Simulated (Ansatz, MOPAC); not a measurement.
Molecule: CH$_{5}$BNO, charge 0, multiplicity 2. SMILES: CN[B]O

Atoms: C1, N2, B3, O4, H5, H6, H7, H8, H9. Bonds: C1-N2, C1-H5, C1-H6, C1-H7, N2-B3, N2-H8, B3-O4, O4-H9.

Bond lengths (Å) and angles (degrees) optimised at AM1 with MOPAC; PM6 with MOPAC; PM7 with MOPAC; MNDO with MOPAC; HF/STO-3G with Ansatz (a quantum-chemistry and plane-wave program); B3LYP/6-31G* with Ansatz, each started from the B3LYP-D3(BJ)/def2-TZVP structure (Ansatz) of the last column. A row stands for all coordinates that are equal there; 12 of 16 kinds are shown. 6-31G* holds six Cartesian d functions. At PM7 the structure is a saddle point. No wavenumbers were computed at MNDO, HF/STO-3G, so these may be saddle points.

```
coordinate    AM1    PM6    PM7   MNDO  HF/STO-3G  B3LYP/6-31G*  B3LYP-D3(BJ)/def2-TZVP
----------  -----  -----  -----  -----  ---------  ------------  ----------------------
C1-N2       1.430  1.472  1.471  1.454      1.470         1.461                   1.461
C1-H5       1.124  1.103  1.104  1.116      1.092         1.098                   1.093
C1-H6       1.122  1.106  1.106  1.112      1.088         1.092                   1.088
N2-B3       1.346  1.385  1.318  1.388      1.396         1.399                   1.390
N2-H8       0.987  1.003  1.012  1.001      1.019         1.010                   1.006
B3-O4       1.349  1.357  1.346  1.336      1.363         1.372                   1.365
O4-H9       0.962  0.935  0.947  0.944      0.982         0.965                   0.959
C1-N2-B3    128.1  123.6  123.3  131.7      126.2         126.2                   125.9
N2-B3-O4    134.4  128.0  161.8  130.0      119.9         122.1                   123.0
N2-C1-H5    110.6  111.3  110.9  110.6      111.5         111.7                   111.3
N2-C1-H6    109.8  110.7  111.5  111.7      108.9         108.7                   109.0
C1-N2-H8    117.0  116.5  112.1  114.0      113.1         114.9                   115.1
```

Mean signed difference of all 8 bond lengths from B3LYP-D3(BJ)/def2-TZVP: AM1 -0.002 Å, PM6 0.001 Å, PM7 -0.006 Å, MNDO 0.001 Å, HF/STO-3G 0.006 Å, B3LYP/6-31G* 0.005 Å.
